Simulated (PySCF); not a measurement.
C4H8Si.
Numbering: `[CH3:1][C:2]#[C:3][SiH2:4][CH3:5]` (hydrogens: H6, H7, H8 on C1; H9, H10 on Si4; H11, H12, H13 on C5)

Cartesian coordinates in Å at the PBE0-D3(BJ)/def2-SVP level; atoms count from 1:
```xyz
13
C4H8Si angstrom
C      2.8459   -0.9810    0.2255
C      1.5557   -0.3223    0.3097
C      0.4744    0.2371    0.3794
Si    -1.1642    1.0505    0.4613
C     -2.4285    0.0935   -0.5426
H      3.2044   -1.2791    1.2233
H      2.7882   -1.8869   -0.3982
H      3.6011   -0.3138   -0.2188
H     -1.0371    2.4458   -0.0621
H     -1.5924    1.1318    1.8919
H     -2.1293    0.0501   -1.6008
H     -3.4179    0.5724   -0.4807
H     -2.5181   -0.9376   -0.1682
```

The calculation used PBE0-D3(BJ)/def2-SVP geometry optimisation, gas phase in PySCF 2.14.0.

Take the most abundant isotopes and a rigid rotor. 

Task: What are A, B and C (GHz)?

Result: Ia = 41.77, Ib = 331.56, Ic = 361.03 u·Å²; 505379 MHz·u·Å²/I gives 12099, 1524 and 1400 MHz, that is A = 12.099, B = 1.5242, C = 1.3998 GHz.

Task: What kind of rotor is it?

Result: A near-prolate asymmetric top. Ray's parameter κ = (2B − A − C)/(A − C) = -0.977; −1 is the prolate and +1 the oblate limit.

Task: What does the inertial defect say?

Result: Not planar: Δ = Ic − Ia − Ib = -12.30 u·Å². For a rigid frame Δ = −2 Σ m c², so Σ m c² = 6.15 u·Å² lies off the ab plane, practically all of it from hydrogen. The atom farthest from that plane is 1.21 Å away.

Task: Give the other two planar moments, Paa and Pbb, and the rms extents of the mass along the axes.

Result: Paa = Σ m a² = (Ib + Ic − Ia)/2 = 325.41 and Pbb = Σ m b² = (Ia + Ic − Ib)/2 = 35.62 u·Å². With the mass M = 84.04 u, the rms extents √(P/M) along a, b and c are 1.97, 0.65, 0.27 Å.

Task: Which lines would a microwave search look for?

Result: The dipole components are |μa| = 1.07 D, |μb| = 0.96 D, |μc| = 0.00 D; the mirror of this Cs structure is the ab plane, so μc vanishes by symmetry and there are no c-type lines. Intensities carry the squares of the components, which stand as 1.00 : 0.80 (a : b). Some lines, for components of 0.1 D or more:

| type | branch | J(Ka,Kc) | MHz | lower level (cm⁻¹) |
| --- | --- | --- | --- | --- |
| a | Q | 2(1,1) ← 2(1,2) | 373 | 0.641 |
| a | Q | 3(1,2) ← 3(1,3) | 747 | 0.928 |
| a | R | 1(0,1) ← 0(0,0) | 2924 | 0.000 |
| a | R | 2(1,2) ← 1(1,1) | 5724 | 0.450 |
| a | R | 2(0,2) ← 1(0,1) | 5847 | 0.098 |
| a | R | 2(1,1) ← 1(1,0) | 5973 | 0.454 |
| a | R | 3(1,3) ← 2(1,2) | 8585 | 0.641 |
| a | R | 3(2,2) ← 2(2,1) | 8772 | 1.712 |
| a | R | 3(2,1) ← 2(2,0) | 8776 | 1.712 |
| a | R | 3(1,2) ← 2(1,1) | 8958 | 0.654 |
| b | Q | 2(1,1) ← 2(0,2) | 10825 | 0.293 |
| b | Q | 3(1,2) ← 3(0,3) | 11015 | 0.585 |
| b | R | 1(1,1) ← 0(0,0) | 13499 | 0.000 |
| b | R | 2(1,2) ← 1(0,1) | 16299 | 0.098 |
| b | Q | 3(2,1) ← 3(1,2) | 31545 | 0.952 |
| b | Q | 2(2,0) ← 2(1,1) | 31726 | 0.654 |
| b | Q | 3(2,2) ← 3(1,3) | 32286 | 0.928 |
| b | R | 2(2,1) ← 1(1,0) | 37698 | 0.454 |
| b | R | 2(2,0) ← 1(1,1) | 37823 | 0.450 |
| b | R | 3(2,2) ← 2(1,1) | 40497 | 0.654 |
| b | Q | 3(3,0) ← 3(2,1) | 53182 | 2.005 |
| b | Q | 3(3,1) ← 3(2,2) | 53187 | 2.004 |
| b | R | 3(3,1) ← 2(2,0) | 61958 | 1.712 |
| b | R | 3(3,0) ← 2(2,1) | 61959 | 1.712 |

Task: Estimate the classical rotational partition function at 10 K, 50 K and 298.15 K.

Result: Point group Cs, symmetry number σ = 1; q = (√π/σ)·√((kT/h)³/(ABC)), k/h = 20836.6 MHz/K: 1050 at 10 K, 11700 at 50 K, 171000 at 298.15 K.

PBE0-D3(BJ)/def2-SVP frequencies: not computed here. Zero-point vibration and centrifugal distortion are left out. A rigid rotor knows nothing of internal rotation, which can split or shift real lines.

The run took 51 s on Arm Neoverse N1, one thread, no GPU, on a shared host, and the process peaked at 0.46 GiB of memory. That covers the optimisation of the geometry.
